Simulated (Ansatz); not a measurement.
Born–Oppenheimer molecular dynamics of a periodic cell of 36 atoms, H4C3O2 (contents 4 CO2 + 4 C2H4, density as packed 0.73 g/cm³ with natural masses). It starts from a partly relaxed structure (largest force component 0.24 eV/Å).

Method: DFT PBE, scalar-relativistic, plane waves, PAW (Ansatz). Settings: cutoff 420 eV, k mesh 1x1x1, fermi-dirac smearing 0.05 eV, no spin polarisation.

* ensemble: NVT, Langevin thermostat
* time step: 0.5 fs
* steps asked: 300
* set temperature: 350 K
* friction: 0.02 /fs
* seed: 230453

Frames 10 fs apart, positions in Å, forces in eV/Å.

Velocities at 75.0 fs (Å/ps):

```
C 1.67 2.32 -1.17
O -6.35 2.50 -3.66
O 0.12 7.99 -3.35
C -0.15 -2.54 -0.29
O -1.38 6.31 2.75
O -0.15 -3.56 -3.12
C -12.52 -0.06 5.48
O 3.18 4.94 1.12
O -1.25 -1.01 4.82
C -4.26 5.88 -4.66
O 1.16 6.03 -3.96
O 0.51 -4.68 2.71
C -7.63 3.98 2.15
C -5.71 -0.20 -4.19
H 2.40 5.80 0.58
H -17.10 16.47 11.75
H -13.09 -0.20 -28.39
H 1.61 10.17 -25.59
C -4.51 1.65 -0.11
C -4.86 -0.56 -1.25
H 23.49 26.77 -20.16
H 21.66 -30.85 -5.21
H -12.79 2.56 10.60
H -13.11 -7.47 9.89
C -3.23 5.69 2.62
C 0.43 2.44 -2.53
H -11.89 11.63 15.28
H 9.27 6.00 3.46
H 14.31 -5.64 21.37
H -6.09 5.19 -12.85
C 2.80 -7.37 -1.59
C 5.14 -6.07 3.05
H 1.94 -26.31 -5.58
H -14.74 -1.19 20.69
H -18.82 32.69 4.33
H -17.86 -4.21 26.40
```

```xyz
36
Lattice="8.6677 0.0000 0.0000 0.0000 8.6677 0.0000 0.0000 0.0000 8.6677" Properties=species:S:1:pos:R:3:forces:R:3 time_fs=75.0 energy_less_start_eV=1.146 T=281
C 4.072 8.738 8.034 0.40 1.29 2.91
O 4.047 8.866 9.232 -0.16 -0.75 -2.76
O 4.162 8.772 6.871 -0.20 -0.61 -0.17
C 4.801 2.105 3.901 0.14 -0.05 0.55
O 5.489 1.195 4.019 1.52 -2.16 -0.14
O 4.149 3.047 3.893 -1.64 2.14 -0.38
C 8.044 3.961 1.011 -0.04 0.06 -0.11
O 7.214 4.603 0.501 -0.24 0.26 -0.10
O 8.874 3.313 1.510 0.32 -0.21 0.18
C 7.816 3.645 5.819 -0.68 0.60 -2.12
O 8.507 3.115 6.626 -1.17 0.89 -0.96
O 7.169 4.148 4.919 1.89 -1.50 3.04
C 4.279 5.901 2.756 3.83 -1.00 1.01
C 3.179 6.260 2.201 -1.94 0.24 -1.03
H 4.571 6.041 3.782 -0.34 0.11 0.71
H 5.125 5.461 2.196 -0.44 0.16 -0.10
H 2.389 6.653 2.863 -0.11 0.02 -0.98
H 3.171 6.045 1.119 -1.03 0.42 0.34
C 7.795 8.294 7.777 1.14 -0.40 0.68
C 7.834 7.487 6.727 0.45 0.33 0.27
H 8.354 8.106 8.702 -0.34 -0.40 -0.01
H 7.431 9.282 7.730 -0.81 1.21 -0.22
H 8.395 6.564 6.824 -0.13 -0.36 -0.34
H 7.486 7.859 5.773 -0.31 -0.38 -0.37
C 1.843 0.441 4.484 -0.41 -0.19 0.69
C 1.394 1.114 3.445 -0.23 0.38 0.41
H 1.747 0.750 5.519 -0.07 0.10 0.13
H 2.190 -0.550 4.294 0.78 -0.65 0.19
H 0.845 2.040 3.540 0.13 0.36 -0.20
H 1.580 0.672 2.495 -0.20 -0.06 -1.13
C 3.274 3.252 7.725 0.25 0.39 -2.34
C 4.569 3.231 7.957 0.73 0.62 0.44
H 2.961 3.550 6.717 -0.08 -0.36 -0.05
H 2.497 2.900 8.321 -1.20 -0.14 1.68
H 5.282 3.428 7.169 0.10 0.36 -0.31
H 5.005 3.220 8.940 0.09 -0.73 0.56
36
Lattice="8.6677 0.0000 0.0000 0.0000 8.6677 0.0000 0.0000 0.0000 8.6677" Properties=species:S:1:pos:R:3:forces:R:3 time_fs=85.0 energy_less_start_eV=1.092 T=339
C 4.080 8.785 8.006 -0.19 0.73 0.25
O 3.976 8.869 9.165 0.06 -0.35 0.49
O 4.146 8.815 6.845 0.16 -0.54 -0.77
C 4.773 2.103 3.925 0.71 0.21 0.29
O 5.544 1.209 4.030 -1.05 0.79 -0.24
O 4.096 3.068 3.854 0.38 -1.07 -0.01
C 7.980 3.929 1.056 0.20 1.33 -0.82
O 7.211 4.657 0.511 0.80 -1.34 0.99
O 8.859 3.313 1.541 -0.96 0.13 -0.22
C 7.843 3.636 5.764 -1.15 0.79 -1.45
O 8.499 3.198 6.578 2.41 -1.60 2.95
O 7.173 4.088 4.942 -1.23 0.81 -1.54
C 4.280 5.922 2.806 -1.08 0.10 -2.86
C 3.119 6.234 2.147 0.07 0.28 0.33
H 4.470 6.111 3.850 -0.04 -0.09 0.32
H 5.103 5.500 2.138 -0.80 0.52 1.15
H 2.165 6.684 2.515 0.93 -0.26 0.79
H 2.933 6.162 1.058 0.89 -0.54 0.26
C 7.779 8.336 7.782 0.96 0.32 -0.54
C 7.795 7.502 6.722 -0.10 -0.19 0.78
H 8.431 8.188 8.707 -1.20 0.02 -1.06
H 7.327 9.327 7.593 0.15 -0.26 0.56
H 8.251 6.512 6.839 0.08 0.12 -0.23
H 7.311 7.720 5.753 0.09 0.00 0.52
C 1.806 0.451 4.525 -0.21 1.24 -0.72
C 1.388 1.142 3.432 0.04 0.01 1.44
H 1.627 0.868 5.532 0.02 -0.06 -0.43
H 2.454 -0.408 4.527 -0.05 -0.69 -0.31
H 0.937 2.122 3.627 -0.22 -0.22 -0.10
H 1.437 0.910 2.367 0.42 -0.42 0.18
C 3.286 3.163 7.677 2.62 0.28 -0.35
C 4.622 3.187 8.005 -3.34 0.61 -1.06
H 2.882 3.310 6.662 0.35 0.12 0.38
H 2.611 3.053 8.471 -1.32 -0.59 1.00
H 5.256 3.614 7.269 1.20 -0.15 -0.61
H 4.917 3.050 9.021 0.40 -0.05 0.64
36
Lattice="8.6677 0.0000 0.0000 0.0000 8.6677 0.0000 0.0000 0.0000 8.6677" Properties=species:S:1:pos:R:3:forces:R:3 time_fs=95.0 energy_less_start_eV=1.014 T=397
C 4.077 8.864 7.971 -0.30 -0.10 -2.86
O 3.910 8.870 9.116 0.13 -0.02 1.22
O 4.154 8.840 6.784 0.19 -0.15 1.61
C 4.803 2.156 3.976 0.41 -0.09 -0.61
O 5.573 1.268 4.027 -0.40 0.27 0.26
O 4.085 3.070 3.827 0.02 -0.25 0.36
C 7.976 3.959 1.034 2.01 -0.75 1.01
O 7.218 4.680 0.560 -1.75 1.16 -0.97
O 8.819 3.316 1.532 -0.22 -0.31 -0.08
C 7.850 3.639 5.696 1.34 -0.93 2.51
O 8.534 3.235 6.612 -1.75 1.12 -2.70
O 7.131 4.041 4.861 0.46 -0.16 0.16
C 4.192 5.985 2.772 2.91 -0.65 0.87
C 3.090 6.197 2.113 -1.03 0.29 0.15
H 4.256 6.162 3.859 0.14 0.02 -0.39
H 5.141 5.611 2.263 -1.16 0.36 0.68
H 2.260 6.616 2.698 -0.25 -0.20 -0.75
H 3.088 5.929 1.072 -0.64 0.21 -0.57
C 7.798 8.419 7.728 -0.81 -0.07 2.15
C 7.762 7.484 6.781 -0.80 -0.60 -0.74
H 8.126 8.096 8.759 0.42 0.45 -1.03
H 7.234 9.392 7.823 0.56 -0.90 -0.87
H 8.230 6.482 6.933 -0.18 0.77 0.06
H 7.126 7.539 5.862 0.80 0.36 0.46
C 1.744 0.449 4.552 0.08 1.01 0.06
C 1.364 1.172 3.505 -0.76 0.89 -0.54
H 1.447 0.841 5.508 -0.16 -0.14 0.67
H 2.486 -0.322 4.577 0.20 -0.78 -0.32
H 0.727 2.099 3.698 0.69 -1.24 -0.48
H 1.610 0.955 2.443 -0.04 0.12 0.63
C 3.350 3.056 7.664 -0.90 0.59 -1.53
C 4.600 3.197 8.011 1.52 -0.20 -0.06
H 2.930 3.171 6.651 0.31 -0.01 0.32
H 2.672 2.888 8.455 -1.14 -0.36 0.77
H 5.484 3.361 7.417 -0.02 0.27 -0.82
H 4.879 2.994 9.011 0.13 0.03 1.35
36
Lattice="8.6677 0.0000 0.0000 0.0000 8.6677 0.0000 0.0000 0.0000 8.6677" Properties=species:S:1:pos:R:3:forces:R:3 time_fs=105.0 energy_less_start_eV=0.812 T=450
C 4.075 8.940 7.902 -0.56 -1.05 1.48
O 3.920 8.846 9.070 0.31 0.50 -0.75
O 4.156 8.844 6.744 0.30 0.24 -0.71
C 4.866 2.205 3.961 -0.31 -0.14 -0.19
O 5.607 1.327 4.057 1.36 -1.35 0.25
O 4.095 3.054 3.833 -1.02 1.39 -0.07
C 8.017 4.016 1.001 -0.30 -0.29 1.05
O 7.178 4.727 0.601 0.20 0.17 -0.47
O 8.768 3.293 1.540 0.14 0.21 -0.62
C 7.853 3.641 5.678 -0.45 0.05 -0.35
O 8.522 3.285 6.567 0.21 0.01 0.16
O 7.150 3.979 4.801 0.31 0.01 0.20
C 4.167 6.023 2.807 -0.84 0.44 -0.06
C 3.037 6.166 2.071 0.01 -0.26 1.95
H 4.097 6.341 3.881 0.45 -0.36 -0.89
H 5.134 5.635 2.404 -0.78 0.36 0.31
H 2.075 6.466 2.557 0.81 0.08 -0.19
H 2.886 5.824 1.078 0.33 -0.22 -1.14
C 7.783 8.435 7.767 -0.09 0.82 0.93
C 7.709 7.435 6.893 0.19 -0.58 -0.64
H 8.349 8.215 8.729 -0.78 0.72 -0.97
H 7.278 9.458 7.610 0.87 -1.50 0.29
H 8.227 6.478 7.173 -0.56 0.71 -0.51
H 7.214 7.519 5.889 0.36 -0.15 0.91
C 1.727 0.492 4.597 -0.27 -0.83 -0.24
C 1.324 1.191 3.546 -0.70 1.08 -0.57
H 1.338 0.534 5.599 -0.27 0.41 0.41
H 2.353 -0.368 4.408 0.61 -0.13 0.08
H 0.537 2.012 3.592 1.12 -0.96 -0.08
H 1.793 0.968 2.563 -0.50 0.29 0.42
C 3.368 3.007 7.628 1.18 0.04 -1.59
C 4.645 3.171 8.033 -1.45 -0.22 -0.65
H 3.152 3.053 6.543 0.01 -0.15 0.41
H 2.545 2.675 8.226 -0.47 0.38 0.80
H 5.445 3.218 7.278 -0.14 0.46 0.55
H 4.805 3.199 9.094 0.72 -0.16 0.50
36
Lattice="8.6677 0.0000 0.0000 0.0000 8.6677 0.0000 0.0000 0.0000 8.6677" Properties=species:S:1:pos:R:3:forces:R:3 time_fs=115.0 energy_less_start_eV=1.098 T=374
C 4.039 8.965 7.849 0.25 -0.94 0.28
O 3.974 8.832 8.991 -0.28 0.31 2.20
O 4.140 8.872 6.706 0.13 0.22 -2.42
C 4.922 2.237 3.943 -1.57 1.04 0.03
O 5.684 1.362 4.087 0.18 0.02 -0.14
O 4.104 3.094 3.831 1.40 -1.22 0.08
C 7.980 4.030 1.034 -0.71 -0.23 0.79
O 7.139 4.762 0.618 1.54 -0.94 0.33
O 8.723 3.263 1.555 -0.79 1.26 -1.18
C 7.847 3.660 5.638 -1.75 0.45 -2.62
O 8.503 3.355 6.513 2.15 -0.78 3.02
O 7.175 3.909 4.717 -0.30 0.44 -0.38
C 4.094 6.064 2.866 -1.49 0.36 -1.41
C 2.996 6.129 2.052 0.55 0.65 2.67
H 4.116 6.432 3.892 -0.17 -0.24 0.04
H 5.034 5.718 2.439 0.12 0.02 0.08
H 1.992 6.481 2.380 0.70 -0.11 0.11
H 3.043 5.905 1.029 0.27 -0.63 -1.50
C 7.790 8.454 7.824 0.02 2.07 -2.17
C 7.656 7.401 7.025 -0.04 -1.57 -0.82
H 8.490 8.592 8.627 -0.10 -0.50 0.86
H 7.479 9.440 7.341 0.09 -0.97 0.87
H 8.035 6.378 7.298 -0.23 0.90 -0.13
H 7.185 7.450 5.992 0.25 0.10 1.38
C 1.693 0.470 4.662 -0.35 0.45 -2.52
C 1.308 1.200 3.570 -0.67 -0.36 0.90
H 1.169 0.432 5.592 -0.18 0.28 0.74
H 2.487 -0.269 4.474 -0.18 0.23 0.36
H 0.454 1.948 3.453 1.11 -1.03 0.66
H 1.792 0.961 2.625 0.24 0.27 -0.12
C 3.421 2.962 7.564 -0.03 -0.21 0.17
C 4.633 3.147 8.076 0.96 0.94 -1.19
H 3.340 2.780 6.498 -0.25 0.31 -0.21
H 2.509 2.873 8.146 -0.09 -0.07 0.22
H 5.451 3.358 7.352 -0.30 -0.49 0.34
H 4.963 3.305 9.087 -0.48 -0.05 0.66
36
Lattice="8.6677 0.0000 0.0000 0.0000 8.6677 0.0000 0.0000 0.0000 8.6677" Properties=species:S:1:pos:R:3:forces:R:3 time_fs=125.0 energy_less_start_eV=1.136 T=340
C 4.009 8.907 7.812 1.20 -0.15 -1.06
O 4.027 8.856 9.010 -0.41 -0.01 -2.83
O 4.129 8.916 6.596 -0.63 -0.31 4.02
C 4.915 2.264 3.932 1.16 -0.95 0.84
O 5.731 1.453 4.135 0.20 -0.55 -0.35
O 4.139 3.108 3.842 -1.41 1.28 -0.54
C 7.892 4.032 1.118 0.69 -0.70 -0.07
O 7.130 4.748 0.641 -1.62 1.61 -0.64
O 8.671 3.280 1.522 0.99 -0.88 0.75
C 7.818 3.666 5.570 1.45 -0.28 1.76
O 8.502 3.450 6.552 -2.18 0.63 -3.00
O 7.164 3.888 4.610 0.88 -0.16 1.27
C 4.004 6.118 2.868 1.68 -0.58 0.42
C 2.983 6.124 2.068 -1.73 1.44 1.49
H 3.962 6.380 3.887 -0.10 0.55 1.34
H 4.960 5.767 2.519 0.55 -0.22 -0.09
H 2.071 6.609 2.482 0.08 -0.66 -0.92
H 3.192 5.817 1.102 -0.51 -0.48 -2.25
C 7.835 8.488 7.823 -0.71 1.20 -0.89
C 7.615 7.354 7.152 -0.66 -0.31 -0.03
H 8.303 8.512 8.785 0.58 0.03 0.55
H 7.483 9.517 7.426 0.42 -1.68 0.55
H 7.920 6.330 7.515 -0.27 1.15 -0.32
H 6.944 7.424 6.272 0.64 -0.34 0.12
C 1.658 0.468 4.686 0.14 -0.40 1.28
C 1.319 1.145 3.612 -1.14 0.73 -0.52
H 1.051 0.512 5.592 -0.17 -0.08 -0.03
H 2.563 -0.118 4.817 0.17 -0.05 -0.35
H 0.353 1.714 3.606 0.88 -0.38 -0.21
H 1.931 1.154 2.719 0.00 0.05 -0.29
C 3.440 2.912 7.531 1.07 1.48 0.76
C 4.666 3.141 8.071 -0.78 -0.21 -1.66
H 3.233 2.867 6.478 0.22 -0.26 -0.63
H 2.550 3.070 8.124 -0.28 -0.41 0.47
H 5.566 3.203 7.397 -0.72 -0.19 0.92
H 4.748 3.291 9.140 0.31 0.08 0.15
```

Of the whole run (150 fs, mean temperature of the second half 365 K): A run of 0.15 ps of so small a system gives no equilibrium averages. Limits of this set-up: coarse k mesh.

Time of the run: 12 min on 1 thread of INTEL(R) XEON(R) PLATINUM 8581C CPU @ 2.10GHz (Emerald Rapids) (shared host), peak memory 0.62 GiB.
